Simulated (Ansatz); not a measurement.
Relaxation of Hg3H12Se3⁺ with UKS PBE-D4/def2-SVP.

```sh
$ ansatz run in.yaml --threads 4 --pin off --events-out ev --progress --plain --max-ram 4787MiB
```

```yaml
crystal:
  periodic: [false, false, false]
  atoms:
    - {symbol: Se, position_ang: [-0.004612, -2.382004, -0.009894]}
    - {symbol: Hg, position_ang: [-3.440716, -1.977695, 0.027943]}
    - {symbol: Se, position_ang: [-2.058869, 1.194404, -0.018281]}
    - {symbol: Hg, position_ang: [3.432581, -1.990154, 0.027719]}
    - {symbol: Se, position_ang: [2.064142, 1.187211, -0.009150]}
    - {symbol: Hg, position_ang: [0.007205, 3.969128, 0.023336]}
    - {symbol: H, position_ang: [-0.001451, -3.442342, 1.028827]}
    - {symbol: H, position_ang: [-0.010512, -3.399625, -1.090640]}
    - {symbol: H, position_ang: [-3.507230, -2.021554, -1.640152]}
    - {symbol: H, position_ang: [-3.451287, -1.978069, 1.697996]}
    - {symbol: H, position_ang: [-2.946888, 1.705613, -1.092402]}
    - {symbol: H, position_ang: [-2.969237, 1.724639, 1.027332]}
    - {symbol: H, position_ang: [3.504853, -2.029153, -1.640182]}
    - {symbol: H, position_ang: [3.437210, -1.995733, 1.697856]}
    - {symbol: H, position_ang: [2.937695, 1.689846, -1.099019]}
    - {symbol: H, position_ang: [2.992624, 1.718359, 1.019975]}
    - {symbol: H, position_ang: [0.001918, 3.978168, 1.693433]}
    - {symbol: H, position_ang: [0.012592, 4.048952, -1.644699]}
basis:
  gaussian: {orbitals: def2-SVP}
total_charge: 1
magnetization: {spin_polarized: true, initial_magnetization: 1}
hamiltonian: {xc: pbe, dispersion: d4}
scf: {lower_state_search: "off"}
output: {orbitals: {seedname: orbitals}}
relax: {f_tol: 0.02, max_steps: 100}
```

Run time 2 min (4 threads of Arm Neoverse V2 on a shared host), peak host memory 0.57 GiB.

Positions (Å) and forces (eV/Å) at steps 1, 2, 3, 4, 5, 6, 7, 8, 9, 10, 11, 12, 13, 14, 15, 16 of 21:

```xyz
18
step=1 energy=-208712.1698 eV
Se   -0.005   -2.382   -0.010    0.191   -0.033    0.037
Hg   -3.441   -1.978    0.028   -0.195   -0.113    0.001
Se   -2.059    1.194   -0.018    0.063    0.175   -0.038
Hg    3.433   -1.990    0.028    0.010   -0.016    0.239
Se    2.064    1.187   -0.009    0.106    0.055    0.005
Hg    0.007    3.969    0.023   -0.008    0.026   -0.248
H    -0.001   -3.442    1.029    0.003   -0.007    0.045
H    -0.011   -3.400   -1.091   -0.070   -0.011   -0.048
H    -3.507   -2.022   -1.640   -0.026    0.083   -0.056
H    -3.451   -1.978    1.698    0.061   -0.063    0.057
H    -2.947    1.706   -1.092   -0.001    0.011   -0.042
H    -2.969    1.725    1.027   -0.046   -0.055    0.049
H     3.505   -2.029   -1.640   -0.117    0.079   -0.089
H     3.437   -1.996    1.698   -0.012    0.010   -0.052
H     2.938    1.690   -1.099   -0.004    0.042   -0.052
H     2.993    1.718    1.020    0.034   -0.022    0.052
H     0.002    3.978    1.693    0.009   -0.145    0.088
H     0.013    4.049   -1.645    0.002   -0.015    0.053
18
step=2 energy=-208712.2760 eV
Se    0.133   -2.429   -0.010   -0.042   -0.011   -0.033
Hg   -3.608   -2.075    0.031    0.104    0.060   -0.001
Se   -2.033    1.333   -0.017   -0.026   -0.031    0.036
Hg    3.356   -1.947    0.072   -0.023    0.071   -0.060
Se    2.181    1.251   -0.005   -0.017   -0.010    0.002
Hg    0.007    3.885   -0.028    0.049   -0.058    0.048
H     0.100   -3.485    1.034   -0.002   -0.031   -0.007
H     0.040   -3.430   -1.107   -0.021    0.013    0.051
H    -3.648   -2.017   -1.646   -0.078    0.008    0.099
H    -3.517   -2.104    1.707   -0.035   -0.075   -0.099
H    -2.933    1.816   -1.096   -0.029    0.019    0.007
H    -2.974    1.781    1.047    0.000   -0.029   -0.050
H     3.357   -1.932   -1.611   -0.038    0.032    0.081
H     3.384   -1.968    1.734    0.038   -0.011    0.038
H     3.024    1.770   -1.112    0.047    0.037    0.029
H     3.109    1.751    1.041    0.055    0.023   -0.026
H     0.012    3.804    1.654    0.009   -0.048   -0.082
H     0.011    3.994   -1.687    0.010    0.040   -0.034
18
step=3 energy=-208712.3276 eV
Se    0.090   -2.470   -0.032   -0.065   -0.012   -0.036
Hg   -3.636   -2.093    0.030    0.084    0.048    0.000
Se   -2.090    1.317    0.010   -0.038   -0.049    0.036
Hg    3.287   -1.813    0.113   -0.019    0.001   -0.101
Se    2.319    1.332    0.003   -0.040   -0.024   -0.004
Hg    0.090    3.759   -0.083   -0.010   -0.022    0.091
H     0.052   -3.530    1.009    0.009   -0.020   -0.017
H    -0.034   -3.467   -1.133    0.015    0.037    0.076
H    -3.709   -1.993   -1.645   -0.062    0.009    0.123
H    -3.526   -2.171    1.704   -0.029   -0.061   -0.123
H    -2.994    1.800   -1.065   -0.017    0.022    0.017
H    -3.042    1.734    1.078    0.041   -0.008   -0.073
H     3.251   -1.776   -1.572   -0.019    0.029    0.102
H     3.349   -1.860    1.773    0.034   -0.015    0.042
H     3.155    1.863   -1.104    0.050    0.023    0.030
H     3.253    1.822    1.049    0.045    0.031   -0.024
H     0.096    3.634    1.600    0.015   -0.027   -0.100
H     0.089    3.912   -1.736    0.005    0.038   -0.038
18
step=4 energy=-208712.3807 eV
Se    0.009   -2.465   -0.007   -0.037   -0.020    0.046
Hg   -3.616   -2.084    0.028    0.007    0.004   -0.002
Se   -2.123    1.246   -0.010   -0.037   -0.021   -0.054
Hg    3.230   -1.778    0.168    0.017   -0.025    0.072
Se    2.443    1.403    0.006    0.031    0.017   -0.005
Hg    0.092    3.695   -0.147   -0.014    0.031   -0.065
H     0.010   -3.546    1.016    0.002    0.025   -0.022
H    -0.090   -3.454   -1.113    0.021    0.010    0.004
H    -3.788   -1.856   -1.622   -0.034    0.027    0.050
H    -3.447   -2.313    1.678    0.004   -0.044   -0.048
H    -3.028    1.777   -1.065    0.023   -0.013    0.027
H    -3.055    1.676    1.066    0.020    0.013   -0.001
H     3.106   -1.661   -1.505   -0.022    0.021    0.007
H     3.389   -1.906    1.822    0.013   -0.011   -0.051
H     3.289    1.945   -1.090    0.012   -0.016    0.003
H     3.387    1.895    1.045   -0.009    0.016    0.001
H     0.121    3.453    1.519    0.007   -0.027   -0.011
H     0.071    3.974   -1.789   -0.004    0.012    0.050
18
step=5 energy=-208712.4157 eV
Se   -0.013   -2.464    0.038   -0.034   -0.017    0.045
Hg   -3.631   -2.092    0.029    0.019    0.011   -0.004
Se   -2.132    1.225   -0.057   -0.033   -0.018   -0.053
Hg    3.223   -1.778    0.214    0.017   -0.025    0.023
Se    2.477    1.422    0.004    0.031    0.018   -0.004
Hg    0.089    3.691   -0.193   -0.014    0.028   -0.012
H     0.009   -3.559    1.045   -0.010    0.027   -0.019
H    -0.090   -3.439   -1.080    0.026    0.007   -0.005
H    -3.897   -1.694   -1.579   -0.025    0.006    0.088
H    -3.368   -2.492    1.636   -0.010   -0.026   -0.085
H    -3.043    1.782   -1.094    0.019   -0.025    0.024
H    -3.041    1.666    1.034    0.019    0.019    0.007
H     3.024   -1.583   -1.448   -0.013    0.006    0.030
H     3.458   -1.983    1.849    0.011   -0.007   -0.041
H     3.331    1.959   -1.089    0.017   -0.030    0.000
H     3.416    1.921    1.045   -0.018    0.027    0.003
H     0.148    3.349    1.458   -0.001   -0.010   -0.035
H     0.039    4.068   -1.812   -0.001    0.008    0.037
18
step=6 energy=-208712.4428 eV
Se   -0.045   -2.450    0.086    0.000   -0.007    0.018
Hg   -3.638   -2.096    0.028   -0.065   -0.031   -0.001
Se   -2.135    1.191   -0.107   -0.009    0.006   -0.023
Hg    3.241   -1.811    0.243   -0.036    0.039   -0.003
Se    2.519    1.446    0.001    0.006    0.008   -0.002
Hg    0.067    3.724   -0.218    0.020   -0.057    0.006
H    -0.014   -3.556    1.079   -0.021    0.012   -0.008
H    -0.080   -3.414   -1.046    0.020    0.011    0.005
H    -4.019   -1.549   -1.523    0.050   -0.031    0.208
H    -3.309   -2.671    1.580   -0.006    0.051   -0.207
H    -3.054    1.761   -1.128    0.000   -0.027    0.012
H    -3.010    1.661    0.999    0.021    0.010   -0.005
H     2.957   -1.552   -1.403    0.013   -0.024    0.062
H     3.539   -2.056    1.861    0.024   -0.023   -0.052
H     3.392    1.954   -1.092    0.021   -0.026    0.010
H     3.438    1.971    1.046   -0.013    0.028   -0.009
H     0.139    3.285    1.413   -0.014    0.028   -0.056
H     0.013    4.165   -1.819   -0.010    0.032    0.044
18
step=7 energy=-208712.4520 eV
Se   -0.076   -2.423    0.130    0.016   -0.018   -0.005
Hg   -3.706   -2.130    0.029    0.135    0.060   -0.003
Se   -2.127    1.149   -0.152   -0.009    0.026    0.002
Hg    3.222   -1.796    0.278    0.133   -0.153    0.052
Se    2.559    1.471   -0.002    0.035    0.017   -0.004
Hg    0.072    3.696   -0.253   -0.076    0.205   -0.043
H    -0.051   -3.540    1.110   -0.023    0.008    0.004
H    -0.066   -3.379   -1.011    0.017    0.028    0.014
H    -4.118   -1.401   -1.447   -0.006   -0.157    0.308
H    -3.236   -2.834    1.501   -0.156    0.083   -0.306
H    -3.061    1.718   -1.159   -0.004   -0.025   -0.001
H    -2.971    1.653    0.965    0.034   -0.001   -0.014
H     2.896   -1.534   -1.358   -0.058    0.056    0.057
H     3.634   -2.135    1.860   -0.077    0.085   -0.109
H     3.458    1.943   -1.089    0.006   -0.035    0.012
H     3.457    2.033    1.043   -0.028    0.022   -0.009
H     0.125    3.232    1.369    0.023   -0.084   -0.047
H    -0.010    4.277   -1.814    0.037   -0.115    0.090
18
step=8 energy=-208712.4960 eV
Se   -0.039   -2.389    0.173   -0.037   -0.003    0.020
Hg   -3.775   -2.170    0.027    0.051    0.027   -0.001
Se   -2.078    1.165   -0.196   -0.024   -0.030   -0.020
Hg    3.257   -1.816    0.290    0.031   -0.018    0.020
Se    2.569    1.474   -0.006    0.016    0.014    0.001
Hg    0.068    3.739   -0.264    0.000    0.033   -0.020
H    -0.104   -3.528    1.127   -0.011    0.010   -0.013
H    -0.006   -3.314   -0.990    0.007    0.004    0.004
H    -4.277   -1.343   -1.341   -0.005   -0.015    0.070
H    -3.273   -2.999    1.394   -0.019    0.005   -0.070
H    -3.081    1.668   -1.173    0.004   -0.015    0.015
H    -2.883    1.667    0.948    0.008    0.002   -0.004
H     2.837   -1.505   -1.315   -0.013    0.010    0.023
H     3.714   -2.148    1.852   -0.007    0.011   -0.032
H     3.521    1.862   -1.081    0.000   -0.012    0.018
H     3.411    2.120    1.038   -0.012    0.003   -0.017
H     0.120    3.176    1.328    0.005   -0.014   -0.023
H     0.017    4.342   -1.809    0.006   -0.012    0.029
18
step=9 energy=-208712.5131 eV
Se   -0.069   -2.375    0.223    0.000   -0.034    0.032
Hg   -3.759   -2.161    0.023    0.004    0.007   -0.001
Se   -2.081    1.130   -0.243   -0.036    0.019   -0.034
Hg    3.265   -1.828    0.317   -0.012    0.031   -0.008
Se    2.593    1.490   -0.007    0.058    0.036   -0.001
Hg    0.060    3.751   -0.293    0.028   -0.031    0.006
H    -0.163   -3.536    1.150   -0.008    0.037   -0.040
H    -0.007   -3.273   -0.961   -0.002    0.008    0.017
H    -4.349   -1.196   -1.228    0.057   -0.103    0.165
H    -3.187   -3.134    1.274   -0.065    0.095   -0.164
H    -3.121    1.619   -1.190    0.030   -0.027    0.043
H    -2.847    1.642    0.925    0.008   -0.008   -0.018
H     2.759   -1.474   -1.259    0.017   -0.024    0.061
H     3.791   -2.182    1.851   -0.003   -0.005   -0.045
H     3.579    1.830   -1.072   -0.028   -0.014    0.054
H     3.406    2.180    1.033   -0.027   -0.018   -0.051
H     0.108    3.100    1.269   -0.013    0.028   -0.055
H     0.024    4.417   -1.812   -0.010    0.003    0.039
18
step=10 energy=-208712.5225 eV
Se   -0.071   -2.343    0.270   -0.017   -0.120    0.081
Hg   -3.784   -2.171    0.022   -0.060   -0.025   -0.013
Se   -2.058    1.108   -0.289   -0.119    0.053   -0.083
Hg    3.281   -1.810    0.346   -0.043   -0.027   -0.143
Se    2.603    1.501   -0.007    0.149    0.074   -0.007
Hg    0.090    3.753   -0.327   -0.065   -0.017    0.140
H    -0.236   -3.530    1.162    0.015    0.115   -0.094
H     0.005   -3.210   -0.936   -0.009    0.014    0.022
H    -4.455   -1.100   -1.095    0.108   -0.115    0.165
H    -3.166   -3.275    1.137   -0.046    0.142   -0.153
H    -3.160    1.551   -1.197    0.113   -0.046    0.102
H    -2.787    1.614    0.905    0.011   -0.017   -0.026
H     2.708   -1.458   -1.214    0.028    0.004    0.112
H     3.873   -2.203    1.839    0.016    0.018    0.042
H     3.631    1.778   -1.056   -0.082   -0.013    0.108
H     3.380    2.250    1.026   -0.052   -0.061   -0.101
H     0.103    3.055    1.221    0.023    0.019   -0.108
H     0.043    4.490   -1.806    0.030    0.003   -0.046
18
step=11 energy=-208712.5278 eV
Se   -0.097   -2.314    0.304    0.011   -0.146    0.078
Hg   -3.814   -2.189    0.018    0.061    0.055   -0.006
Se   -2.043    1.076   -0.319   -0.139    0.081   -0.081
Hg    3.293   -1.835    0.362   -0.044    0.093   -0.096
Se    2.628    1.504   -0.007    0.146    0.094   -0.008
Hg    0.056    3.777   -0.346    0.089   -0.092    0.090
H    -0.287   -3.518    1.169    0.021    0.125   -0.086
H    -0.020   -3.162   -0.916   -0.013    0.023    0.018
H    -4.494   -1.006   -0.982    0.068   -0.214    0.178
H    -3.112   -3.356    1.019   -0.148    0.149   -0.172
H    -3.174    1.504   -1.199    0.126   -0.048    0.095
H    -2.755    1.570    0.891    0.018   -0.025   -0.024
H     2.676   -1.441   -1.170    0.026   -0.058    0.089
H     3.928   -2.208    1.842    0.009   -0.040    0.018
H     3.673    1.765   -1.042   -0.091   -0.017    0.091
H     3.389    2.280    1.017   -0.055   -0.065   -0.081
H     0.095    3.021    1.174   -0.043    0.054   -0.087
H     0.058    4.534   -1.816   -0.041    0.030   -0.016
18
step=12 energy=-208712.5405 eV
Se   -0.081   -2.308    0.320   -0.013   -0.081    0.029
Hg   -3.809   -2.185    0.017   -0.009    0.002    0.000
Se   -2.035    1.083   -0.334   -0.079    0.034   -0.031
Hg    3.290   -1.835    0.370   -0.027    0.030   -0.018
Se    2.635    1.520   -0.006    0.086    0.038   -0.003
Hg    0.069    3.770   -0.357    0.004   -0.034    0.012
H    -0.275   -3.515    1.173    0.007    0.057   -0.033
H    -0.036   -3.145   -0.909   -0.005    0.026    0.017
H    -4.523   -0.988   -0.925    0.064   -0.111    0.103
H    -3.116   -3.392    0.961   -0.062    0.104   -0.104
H    -3.171    1.509   -1.201    0.058   -0.023    0.038
H    -2.751    1.546    0.885    0.021   -0.018   -0.018
H     2.657   -1.454   -1.152    0.024   -0.015    0.030
H     3.928   -2.221    1.848    0.011   -0.007   -0.008
H     3.676    1.787   -1.038   -0.043   -0.014    0.028
H     3.406    2.281    1.018   -0.035   -0.028   -0.025
H     0.085    3.008    1.154   -0.004    0.031   -0.030
H     0.050    4.539   -1.824    0.001    0.009    0.014
18
step=13 energy=-208712.5507 eV
Se   -0.094   -2.296    0.380    0.002    0.006   -0.001
Hg   -3.830   -2.197    0.016   -0.004   -0.001    0.000
Se   -2.027    1.066   -0.391    0.004   -0.002    0.000
Hg    3.298   -1.822    0.385    0.000   -0.003   -0.001
Se    2.659    1.526   -0.012   -0.010    0.000    0.002
Hg    0.078    3.771   -0.374    0.000    0.001    0.000
H    -0.301   -3.532    1.181    0.000   -0.005    0.006
H    -0.079   -3.077   -0.884   -0.002    0.008    0.001
H    -4.575   -0.941   -0.794   -0.004    0.004    0.012
H    -3.103   -3.463    0.827    0.001   -0.006   -0.013
H    -3.194    1.501   -1.204   -0.004    0.001   -0.005
H    -2.707    1.476    0.865    0.007   -0.005   -0.001
H     2.645   -1.455   -1.128   -0.004   -0.004    0.004
H     3.966   -2.205    1.851    0.002    0.002    0.001
H     3.700    1.800   -1.038    0.008    0.002    0.000
H     3.414    2.285    1.020    0.006    0.004    0.000
H     0.072    3.002    1.129   -0.002   -0.002   -0.004
H     0.078    4.560   -1.830    0.002    0.000   -0.001
18
step=14 energy=-208712.5547 eV
Se   -0.097   -2.262    0.450   -0.028   -0.044   -0.044
Hg   -3.863   -2.215    0.014    0.009   -0.002    0.001
Se   -2.004    1.038   -0.458   -0.042    0.010    0.046
Hg    3.300   -1.833    0.402   -0.006    0.033    0.016
Se    2.676    1.560   -0.014   -0.030   -0.054   -0.001
Hg    0.086    3.772   -0.396    0.001   -0.008   -0.023
H    -0.323   -3.534    1.188    0.001    0.019   -0.010
H    -0.117   -2.975   -0.856    0.003    0.031    0.055
H    -4.649   -0.877   -0.631    0.067   -0.117    0.066
H    -3.089   -3.561    0.658   -0.069    0.121   -0.067
H    -3.212    1.481   -1.206    0.018   -0.007    0.013
H    -2.637    1.391    0.843    0.029   -0.014   -0.057
H     2.596   -1.479   -1.092    0.009   -0.003    0.002
H     4.010   -2.192    1.855    0.004   -0.008   -0.013
H     3.732    1.815   -1.028    0.025    0.014   -0.014
H     3.426    2.316    1.022    0.020    0.016    0.014
H     0.052    2.971    1.089   -0.007    0.003    0.012
H     0.115    4.583   -1.839   -0.003    0.009    0.006
18
step=15 energy=-208712.5561 eV
Se   -0.136   -2.243    0.465    0.016   -0.042   -0.062
Hg   -3.856   -2.215    0.011   -0.022   -0.012    0.005
Se   -1.993    1.014   -0.469   -0.043    0.020    0.058
Hg    3.303   -1.800    0.414    0.005   -0.050    0.023
Se    2.705    1.525   -0.014   -0.055    0.026   -0.003
Hg    0.076    3.770   -0.409   -0.002    0.003   -0.012
H    -0.345   -3.527    1.187    0.002    0.012   -0.005
H    -0.145   -2.941   -0.850    0.002    0.038    0.064
H    -4.661   -0.859   -0.567    0.069   -0.104    0.050
H    -3.076   -3.585    0.592   -0.058    0.111   -0.056
H    -3.206    1.467   -1.200    0.007   -0.008    0.003
H    -2.612    1.359    0.840    0.034   -0.017   -0.063
H     2.590   -1.460   -1.077   -0.011    0.005   -0.009
H     4.024   -2.174    1.858   -0.006    0.017   -0.011
H     3.753    1.813   -1.027    0.020   -0.004   -0.026
H     3.443    2.295    1.020    0.020    0.019    0.033
H     0.027    2.967    1.073    0.013   -0.010    0.007
H     0.110    4.592   -1.847    0.008   -0.003    0.002
18
step=16 energy=-208712.5602 eV
Se   -0.132   -2.237    0.467    0.003    0.003    0.000
Hg   -3.873   -2.224    0.011   -0.002   -0.001   -0.001
Se   -1.995    1.006   -0.471    0.004   -0.001    0.001
Hg    3.292   -1.806    0.424   -0.002   -0.002    0.000
Se    2.710    1.557   -0.013   -0.002    0.000   -0.001
Hg    0.086    3.761   -0.419   -0.001    0.001    0.000
H    -0.354   -3.524    1.178   -0.001   -0.001    0.001
H    -0.138   -2.923   -0.851    0.000    0.001    0.000
H    -4.677   -0.859   -0.517    0.000   -0.001    0.007
H    -3.084   -3.598    0.539   -0.001    0.001   -0.006
H    -3.218    1.451   -1.192   -0.003    0.000   -0.001
H    -2.599    1.354    0.840    0.001   -0.001    0.000
H     2.573   -1.464   -1.065   -0.002    0.000    0.002
H     4.021   -2.166    1.866    0.000    0.001    0.002
H     3.766    1.816   -1.028    0.001    0.001    0.002
H     3.460    2.318    1.022    0.002    0.002    0.000
H     0.039    2.951    1.062    0.002   -0.002   -0.002
H     0.123    4.587   -1.853    0.001   -0.001   -0.002
```

In the def2 sets Hg takes a core potential; there is no spin–orbit coupling. In the doublet geometry the species has come apart into loosely held pieces.
